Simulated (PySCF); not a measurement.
**C₈H₁₄Si, SMILES `CC1=CC(C)=C(C)[Si@@H]1C` (charge 0, multiplicity 1)**

Method: ωB97X-D3(BJ)/def2-TZVP // B3LYP-D3(BJ)/def2-SVP (PySCF).

```json
{
  "HOMO": "-8.18 eV",
  "dipole_moment": "0.55 D",
  "HOMO–LUMO gap": "9.33 eV",
  "LUMO": "1.15 eV",
  "S1 excitation (TDA)": "4.61 eV",
  "S1 oscillator strength": "0.127",
  "brightest of the four lowest singlets (TDA)": "4.61 eV",
  "T1 excitation (TDA)": "2.78 eV",
  "S1–T1 gap (TDA)": "1.84 eV",
  "vertical ionisation energy (Delta-SCF)": "7.74 eV",
  "total_energy": "-603.0921 Ha",
  "cost": "about 27 core-minutes (a rough figure)"
}
```

```xyz
23

C     -2.1105     2.2521    -0.0297
C     -1.0023     1.2517     0.0895
C      0.3112     1.5136    -0.0971
C      1.2984     0.4030     0.0510
C      2.7476     0.7376    -0.1672
C      0.7812    -0.8151     0.3700
C      1.5391    -2.0935     0.5707
Si    -1.0846    -0.5890     0.4928
C     -2.0665    -1.6033    -0.7576
H     -1.7368     3.2517    -0.3069
H     -2.8509     1.9451    -0.7899
H     -2.6687     2.3504     0.9181
H      0.6817     2.5146    -0.3577
H      3.0768     1.5161     0.5432
H      3.4090    -0.1307    -0.0496
H      2.9033     1.1523    -1.1784
H      1.3995    -2.4853     1.5940
H      2.6220    -1.9867     0.4037
H      1.1765    -2.8844    -0.1103
H     -1.6196    -0.8588     1.8651
H     -1.9733    -2.6821    -0.5515
H     -1.6955    -1.4137    -1.7770
H     -3.1376    -1.3455    -0.7253
```
